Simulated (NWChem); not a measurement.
All runs are NWChem calculations. System: H$_{2}$ISi, charge 0, spin multiplicity 2, at a geometry optimised with UPBE0/def2-SVP with def2 effective core potentials on I. The structure started from a generated list of species. Its SCF solution wasn't tested for a lower state. Level: UBLYP/def2-TZVP with def2 effective core potentials on I.

Job file:

```
start mol
memory heap 200 mb stack 900 mb global 1100 mb
geometry units angstroms nocenter noautoz
  Si    -0.405039    -1.816884     0.000000
  I      0.100395     0.572037     0.000000
  H      0.174800    -2.440790    -1.229796
  H      0.174800    -2.440790     1.229796
  symmetry group Cs
end
basis spherical
  * library def2-tzvp
end
ecp
  I library def2-ecp
end
dft
  xc becke88 lyp
  odft
  mult 2
  semidirect memsize 60000000 filesize 0
  iterations 100
end
task dft energy
```

Output (cleaned and shortened):

```
             Northwest Computational Chemistry Package (NWChem) 7.3.0
             --------------------------------------------------------

                                NWChem Input Module
                                -------------------

 Scaling coordinates for geometry "geometry" by  1.889725989
 (inverse scale =  0.529177249)

 Turning off AUTOSYM since
 SYMMETRY directive was detected!

                             Geometry "geometry" -> ""
                             -------------------------

 Output coordinates in angstroms (scale by  1.889725989 to convert to a.u.)

  No.       Tag          Charge          X              Y              Z
 ---- ---------------- ---------- -------------- -------------- --------------
    1 Si                  14.0000    -0.40503900    -1.81688400     0.00000000
    2 I                   53.0000     0.10039500     0.57203700     0.00000000
    3 H                    1.0000     0.17480000    -2.44079000    -1.22979600
    4 H                    1.0000     0.17480000    -2.44079000     1.22979600

 Effective nuclear repulsion energy (a.u.)     188.1556775514

            Nuclear Dipole moment (a.u.)
            ----------------------------
        X                 Y               Z
 ---------------- ---------------- ----------------
    -0.0000207870     0.0000094486     0.0000000000

      Symmetry information
      --------------------

 Group name             Cs
 Group number              2
 Group order               2
 No. of unique centers     3

      Symmetry unique atoms

     1    2    3


 Summary of "ao basis" -> "" (spherical)
 ------------------------------------------------------------------------------
       Tag                 Description            Shells   Functions and Types
 ---------------- ------------------------------  ------  ---------------------
 *                         def2-tzvp                  on all atoms

                                 NWChem DFT Module
                                 -----------------

 Summary of "ao basis" -> "ao basis" (spherical)
 ------------------------------------------------------------------------------
       Tag                 Description            Shells   Functions and Types
 ---------------- ------------------------------  ------  ---------------------
 Si                        def2-tzvp                13       37   5s5p2d1f
 I                         def2-tzvp                16       50   6s5p3d2f
 H                         def2-tzvp                 4        6   3s1p

 Summary of "ao basis" -> "ao basis" (spherical)
 ------------------------------------------------------------------------------
       Tag                 Description            Shells   Functions and Types
 ---------------- ------------------------------  ------  ---------------------
 Si                        def2-tzvp                13       37   5s5p2d1f
 I                         def2-tzvp                16       50   6s5p3d2f
 H                         def2-tzvp                 4        6   3s1p

      Symmetry analysis of basis
      --------------------------

        a'         64
        a"         35

            General Information
            -------------------
          SCF calculation type: DFT
          Wavefunction type:  spin polarized.
          No. of atoms     :     4
          No. of electrons :    41
           Alpha electrons :    21
            Beta electrons :    20
          Charge           :     0
          Spin multiplicity:     2
          Use of symmetry is: on ; symmetry adaption is: on
          Maximum number of iterations: 100
          AO basis - number of functions:    99
                     number of shells:    37
          Convergence on energy requested:  1.00D-06
          Convergence on density requested:  1.00D-05
          Convergence on gradient requested:  5.00D-04

              XC Information
              --------------
                    Becke 1988 Exchange Functional  1.000
              Lee-Yang-Parr Correlation Functional  1.000

             Grid Information
             ----------------
          Grid used for XC integration:  medium
          Radial quadrature: Mura-Knowles
          Angular quadrature: Lebedev.
          Tag              B.-S. Rad. Rad. Pts. Rad. Cut. Ang. Pts.
          ---              ---------- --------- --------- ---------
          Si                  1.10       88          10.0       590
          I                   1.40      123          10.0       590
          H                   0.35       45          11.0       434
          Grid pruning is: on
          Number of quadrature shells:   256
          Spatial weights used:  Erf1

          Convergence Information
          -----------------------
          Convergence aids based upon iterative change in
          total energy or number of iterations.
          Levelshifting, if invoked, occurs when the
          HOMO/LUMO gap drops below (HL_TOL):  1.00D-02
          DIIS, if invoked, will attempt to extrapolate
          using up to (NFOCK): 10 stored Fock matrices.

                    Damping( 0%)  Levelshifting(0.5)       DIIS
                  --------------- ------------------- ---------------
          dE  on:    start            ASAP                start
          dE off:    2 iters        100 iters           100 iters

      Screening Tolerance Information
      -------------------------------
          Density screening/tol_rho:  1.00D-10
          AO Gaussian exp screening on grid/accAOfunc:  14
          CD Gaussian exp screening on grid/accCDfunc:  20
          XC Gaussian exp screening on grid/accXCfunc:  20
[...]
              MO Center= -5.6D-01, -1.3D+00,  8.3D-15, r^2= 3.8D+00
   Bfn.  Coefficient  Atom+Function         Bfn.  Coefficient  Atom+Function
  ----- ------------  ---------------      ----- ------------  ---------------
    15     -0.399201  1 Si px                 5      0.370385  1 Si s
    18     -0.286732  1 Si px                53      0.275330  2 I  px
     4      0.256549  1 Si s                 47     -0.241018  2 I  px
    50      0.204923  2 I  px                56      0.205654  2 I  px
    12     -0.144874  1 Si px                 3     -0.143982  1 Si s

 Vector   22  Occ=0.000000D+00  E=-5.798623D-02  Symmetry=a'
              MO Center= -1.7D-01, -9.3D-01,  5.4D-15, r^2= 5.8D+00
   Bfn.  Coefficient  Atom+Function         Bfn.  Coefficient  Atom+Function
  ----- ------------  ---------------      ----- ------------  ---------------
    19      0.663994  1 Si py                 5      0.626943  1 Si s
    57      0.595861  2 I  py                43     -0.534962  2 I  s
    16      0.340465  1 Si py                 4      0.292990  1 Si s
    54      0.288707  2 I  py                18      0.263661  1 Si px
    48     -0.235743  2 I  py                51      0.208387  2 I  py

 Vector   23  Occ=0.000000D+00  E= 3.623731D-03  Symmetry=a'
              MO Center= -1.6D-01, -1.9D+00,  1.2D-14, r^2= 4.6D+00
   Bfn.  Coefficient  Atom+Function         Bfn.  Coefficient  Atom+Function
  ----- ------------  ---------------      ----- ------------  ---------------
     5      1.223436  1 Si s                 90     -1.124432  3 H  s
    96     -1.124432  4 H  s                 19     -0.868760  1 Si py
    18      0.621963  1 Si px                 4      0.373525  1 Si s
    56     -0.197946  2 I  px                15      0.183717  1 Si px
     3     -0.180947  1 Si s                 16     -0.171570  1 Si py

 Vector   24  Occ=0.000000D+00  E= 5.213678D-03  Symmetry=a"
              MO Center= -5.5D-01, -1.4D+00,  3.3D-14, r^2= 4.4D+00
   Bfn.  Coefficient  Atom+Function         Bfn.  Coefficient  Atom+Function
  ----- ------------  ---------------      ----- ------------  ---------------
    20      1.305439  1 Si pz                90      1.015326  3 H  s
    96     -1.015326  4 H  s                 17      0.336225  1 Si pz
    58     -0.333451  2 I  pz                29      0.123358  1 Si d  1
    27      0.108765  1 Si d -1              24      0.108115  1 Si d  1
    14      0.105143  1 Si pz                70     -0.104502  2 I  d -1

                     DFT Final Beta Molecular Orbital Analysis
                     -----------------------------------------

 Vector   18  Occ=1.000000D+00  E=-3.087192D-01  Symmetry=a'
              MO Center=  8.6D-03, -3.7D-01, -1.6D-14, r^2= 3.6D+00
   Bfn.  Coefficient  Atom+Function         Bfn.  Coefficient  Atom+Function
  ----- ------------  ---------------      ----- ------------  ---------------
    54     -0.374249  2 I  py                48      0.350409  2 I  py
    51     -0.286088  2 I  py                16      0.260653  1 Si py
    57     -0.153650  2 I  py                43     -0.124000  2 I  s
    53     -0.119383  2 I  px                42     -0.116859  2 I  s
    47      0.109259  2 I  px                 7     -0.108227  1 Si py

 Vector   19  Occ=1.000000D+00  E=-2.511230D-01  Symmetry=a'
              MO Center=  1.5D-02,  3.0D-01,  7.5D-16, r^2= 2.4D+00
   Bfn.  Coefficient  Atom+Function         Bfn.  Coefficient  Atom+Function
  ----- ------------  ---------------      ----- ------------  ---------------
    53      0.466012  2 I  px                47     -0.410353  2 I  px
    50      0.336152  2 I  px                56      0.240815  2 I  px
    54     -0.164892  2 I  py                48      0.144195  2 I  py
    15      0.123126  1 Si px                51     -0.118304  2 I  py
    57     -0.083859  2 I  py                 5     -0.072530  1 Si s

 Vector   20  Occ=1.000000D+00  E=-2.393949D-01  Symmetry=a"
              MO Center=  8.4D-02,  3.1D-01,  3.6D-15, r^2= 2.7D+00
   Bfn.  Coefficient  Atom+Function         Bfn.  Coefficient  Atom+Function
  ----- ------------  ---------------      ----- ------------  ---------------
    55      0.507752  2 I  pz                49     -0.446623  2 I  pz
    52      0.368346  2 I  pz                58      0.278361  2 I  pz
    90      0.076540  3 H  s                 96     -0.076540  4 H  s
    89      0.075814  3 H  s                 95     -0.075814  4 H  s
    46     -0.056855  2 I  pz                88      0.050282  3 H  s

 Vector   21  Occ=0.000000D+00  E=-1.424748D-01  Symmetry=a'
              MO Center= -6.0D-01, -1.5D+00, -1.8D-15, r^2= 3.6D+00
   Bfn.  Coefficient  Atom+Function         Bfn.  Coefficient  Atom+Function
  ----- ------------  ---------------      ----- ------------  ---------------
     5      0.457527  1 Si s                 18     -0.362407  1 Si px
    15     -0.346947  1 Si px                 4      0.289797  1 Si s
    53      0.214080  2 I  px                56      0.195378  2 I  px
    47     -0.185133  2 I  px                 3     -0.167556  1 Si s
    50      0.160393  2 I  px                12     -0.151925  1 Si px

 Vector   22  Occ=0.000000D+00  E=-4.978966D-02  Symmetry=a'
              MO Center= -1.3D-01, -9.2D-01, -3.1D-16, r^2= 5.9D+00
   Bfn.  Coefficient  Atom+Function         Bfn.  Coefficient  Atom+Function
  ----- ------------  ---------------      ----- ------------  ---------------
     5      0.683413  1 Si s                 19      0.682157  1 Si py
    57      0.627213  2 I  py                43     -0.571114  2 I  s
    16      0.326140  1 Si py                18      0.291710  1 Si px
     4      0.287092  1 Si s                 54      0.281196  2 I  py
    48     -0.227656  2 I  py                51      0.201835  2 I  py

 Vector   23  Occ=0.000000D+00  E= 1.192261D-02  Symmetry=a'
              MO Center= -1.6D-01, -1.9D+00,  1.0D-13, r^2= 4.8D+00
   Bfn.  Coefficient  Atom+Function         Bfn.  Coefficient  Atom+Function
  ----- ------------  ---------------      ----- ------------  ---------------
     5      1.194146  1 Si s                 90     -1.161589  3 H  s
    96     -1.161589  4 H  s                 19     -0.976648  1 Si py
    18      0.603729  1 Si px                 4      0.385854  1 Si s
    43      0.229874  2 I  s                 56     -0.197828  2 I  px
     3     -0.180474  1 Si s                 15      0.167825  1 Si px

   alpha - beta orbital overlaps
   -----------------------------

   alpha      1      2      3      4      5      6      7      8      9     10
    beta      1      2      3      4      5      6      7      9      8     10
 overlap   1.000  1.000  1.000  0.998  0.998  1.000  0.781  0.781  1.000  0.996

   alpha     11     12     13     14     15     16     17     18     19     20
    beta     11     12     13     14     15     16     17     18     19     20
 overlap   0.995  0.998  0.998  0.998  1.000  0.998  1.000  0.998  0.987  1.000

   alpha     21     22     23     24     25     26     27     28     29     30
    beta     21     22     23     24     25     26     28     27     29     30
 overlap   0.983  0.998  0.997  0.995  0.964  0.932  0.793  0.980  0.741  0.979

   alpha     31     32     33     34     35     36     37     38     39     40
    beta     31     32     33     34     35     37     36     38     39     40
 overlap   0.969  1.000  0.946  0.996  0.966  0.952  0.995  0.955  0.998  0.948

   alpha     41     42     43     44     45     46     47     48     49     50
    beta     41     42     43     44     45     46     47     48     49     50
 overlap   0.953  0.998  1.000  0.999  0.998  0.997  0.996  0.993  0.987  0.983

   alpha     51     52     53     54     55     56     57     58     59     60
    beta     51     52     53     54     55     56     57     58     59     60
 overlap   0.999  0.986  0.994  0.990  0.991  0.992  0.974  0.972  0.991  0.979

   alpha     61     62     63     64     65     66     67     68     69     70
    beta     62     61     63     64     65     66     67     68     70     69
 overlap   0.988  0.995  0.982  0.991  0.998  0.997  0.999  0.999  0.997  0.997

   alpha     71     72     73     74     75     76     77     78     79     80
    beta     71     72     73     74     75     76     77     78     79     80
 overlap   0.998  0.998  0.999  0.998  0.998  0.994  0.995  1.000  1.000  1.000

   alpha     81     82     83     84     85     86     87     88     89     90
    beta     81     82     83     84     85     86     87     88     89     90
 overlap   1.000  1.000  1.000  0.999  0.999  1.000  1.000  1.000  1.000  1.000

   alpha     91     92     93     94     95     96     97     98     99
    beta     91     92     93     94     95     96     97     98     99
 overlap   1.000  1.000  1.000  1.000  1.000  1.000  1.000  1.000  1.000

     --------------------------
     Expectation value of S2:
     --------------------------
      <S2> =      0.7518 (Exact =     0.7500)

 center of mass
 --------------
 x =   0.02120772 y =   0.20284580 z =   0.00000000

 moments of inertia (a.u.)
 ------------------
         525.402653508280         -95.802150556139           0.000000000000
         -95.802150556139          31.993672638991           0.000000000000
           0.000000000000           0.000000000000         535.623793904579

     Multipole analysis of the density
     ---------------------------------

     L   x y z        total         alpha         beta         nuclear
     -   - - -        -----         -----         ----         -------
     0   0 0 0     -0.000000    -21.000000    -20.000000     41.000000

     1   1 0 0     -0.054898      3.295892      1.961364     -5.312154
     1   0 1 0     -0.265792     16.475445     13.526563    -30.267800
     1   0 0 1     -0.000000      0.000000     -0.000000      0.000000

     2   2 0 0    -31.447229    -23.419047    -17.348237      9.320054
     2   1 1 0      0.631490    -21.808322    -16.431813     38.871626
     2   1 0 1     -0.000000     -0.000000     -0.000000      0.000000
     2   0 2 0    -28.819498   -139.792359   -125.826251    236.799112
     2   0 1 1      0.000000      0.000000      0.000000      0.000000
     2   0 0 2    -31.434144    -22.030681    -20.205205     10.801742

 Task  times  cpu:        6.8s     wall:        6.8s

 Total times  cpu:        6.8s     wall:        6.8s
```
